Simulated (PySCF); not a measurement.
Compound: C₆H₇N₃O.
SMILES with atom numbers: `[CH2:1]=[CH:2][n:3]1[n:4][n:5][cH:6][c:7]1[C:8]([CH3:9])=[O:10]` (hydrogens: H11, H12 on C1; H13 on C2; H14 on C6; H15, H16, H17 on C9)

Method used: PBE0-D3(BJ)/def2-SVP geometry optimisation, gas phase (PySCF).

Task: List the bond lengths, angles and torsions at this level.

Result: 
```
                  bond  length (pm)
                 C1=C2        133.2
                 C2–N3        141.2
                 N3–N4        132.9
                 N4–N5        129.2
                 N5–C6        134.8
                 C6–C7        138.5
                 C7–C8        147.6
                 C8–C9        150.6
                C8=O10        121.3
                 N3–C7        137.1
                C1–H11        109.1
                C1–H12        109.0
                C2–H13        109.0
                C6–H14        108.8
C9–H15, C9–H16, C9–H17        109.9
```

Bonds in one row agree within 1 pm and their mean is given. A selection of angles:
```
    angle  degrees
 C1–C2–N3    123.0
 C2–N3–N4    121.3
 C2–N3–C7    128.3
 N4–N3–C7    110.4
 N3–N4–N5    108.8
 N4–N5–C6    109.0
 N5–C6–C7    108.8
 C6–C7–C8    130.6
 N3–C7–C6    103.1
 N3–C7–C8    126.4
 C7–C8–C9    115.7
C7–C8–O10    122.4
C9–C8–O10    121.9
```

Dihedral angles: C1–C2–N3–N4 -1° (synperiplanar); C6–C7–C8–C9 0° (synperiplanar).

The 3 C–N bonds span 1.348 Å (N5–C6, aromatic) to 1.412 Å (C2–N3, drawn single), a spread of 0.064 Å. The 4 C–C bonds span 1.332 Å (C1=C2, drawn double) to 1.506 Å (C8–C9, drawn single), a spread of 0.174 Å. The 5-membered ring N3–N4–N5–C6–C7 has internal angles of 103.1° to 110.4° (sum 540°, against 540° for a flat polygon); it is planar, 0.00 Å rms from its mean plane, widest ring torsion 0°. The 2 N–N bonds span 1.292 Å (N4–N5, aromatic) to 1.329 Å (N3–N4, aromatic), a spread of 0.037 Å. Of the pairs four or more bonds apart, O10···H13 is among the closest relative to their van der Waals radii: 2.16 Å, 79 % of the sum of Bondi's values. N3 (pyrrole-type nitrogen) is planar (angles 128.3°, 121.3° and 110.4°, sum 360.0°, 0.00 Å off the plane of its three neighbours). The 10 heavy atoms lie in one plane (0.003 Å rms).

Point group: Cs (tolerance 0.08 Å). PBE0-D3(BJ)/def2-SVP frequencies: not computed here. The numbers are those of one conformer.
